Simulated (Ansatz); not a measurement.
`CCCBr` + `O[SiH3]` → `CCCO[SiH3]` + HBr  (substitution at a C–Br bond)

Computed with Ansatz on PBE0-D4/def2-TZVP structures; ΔE is electronic, products minus reactants. CBS: MP2 limit from def2 TZ/QZ plus the TZ coupled-cluster correction, frozen cores. Functionals use def2-TZVPP. For Br outer-core shells are correlated without core-valence functions, which leaves a few kJ/mol of doubt a bond. Scalar relativity is left out up to krypton. Each species was taken in one conformer, which may not be the lowest.

CCSD(T)/CBS gives +8.7 kcal/mol.

(1) Another level gave +6.9 kcal/mol. Which?
A. SCS-MP2/def2-TZVPP
B. MP2/def2-TZVPP
C. ωB97X-V/def2-TZVPP
D. HF/def2-TZVPP

Largest T1 diagnostic among the species: 0.011.

Results:

(1) C. ωB97X-V 6.9, MP2/def2-TZVPP 9.8, SCS-MP2/def2-TZVPP 8.7, HF/def2-TZVPP 5.8 kcal/mol.

In def2-TZVPP, CCSD(T) changes the Hartree–Fock value by +2.0 kcal/mol (the triples alone add +0.4 kcal/mol) and MP2 by +4.0 kcal/mol.
